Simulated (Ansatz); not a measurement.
Stepwise reaction of `F[SiH](F)S` with ammonia, as a gas-phase model of exchange steps in deposition or etching. ΔE in kJ/mol; ΔG adds harmonic PBE0-D4 terms to CCSD(T)/CBS, at 1 bar.

Program: Ansatz. Geometries: PBE0-D4/def2-TZVP. ΔE: electronic, gas phase. CBS: MP2 limit from def2 TZ/QZ plus the TZ coupled-cluster correction, frozen cores. This one scheme is used for every species. Functionals use def2-TZVPP. B3LYP here is the variant with VWN-RPA as its local correlation; programs differ in this. Each species was taken in one conformer, which may not be the lowest.

```tsv
step	reaction	PBE-D4	B3LYP-D4	ωB97M-V	CCSD(T)/CBS	ΔG(500 K)
1	`F[SiH](F)S` + NH₃ → `N[SiH](F)S` + H–F	71.7	76.9	76.4	74.2	75.1
```

Question: Give the row of step 2, `N[SiH](F)S` + NH₃ → `N[SiH](N)S` + H–F. (Best estimate.)

Answer: Computed: 
```json
{"step": "2", "reaction": "`N[SiH](F)S` + NH₃ → `N[SiH](N)S` + H–F", "PBE-D4": "85.2", "B3LYP-D4": "91.0", "ωB97M-V": "91.0", "CCSD(T)/CBS": "86.3", "ΔG(500 K)": "86.3"}
```

Question: By hand: ΔE of the 2 steps together at CCSD(T)/CBS.

Answer: (74.2) + (86.3) = 160.5 kJ/mol, or 80.2 kJ/mol a step.

In ΔE each step is higher than the one before. All are uphill at CCSD(T)/CBS. ΔG lies between 75.1 and 86.3 kJ/mol a step. PBE-D4 differs from CCSD(T)/CBS by -2.5 to -1.1 kJ/mol a step. Isolated molecules leave out the surface, adducts and barriers. Largest T1 diagnostic: 0.012.
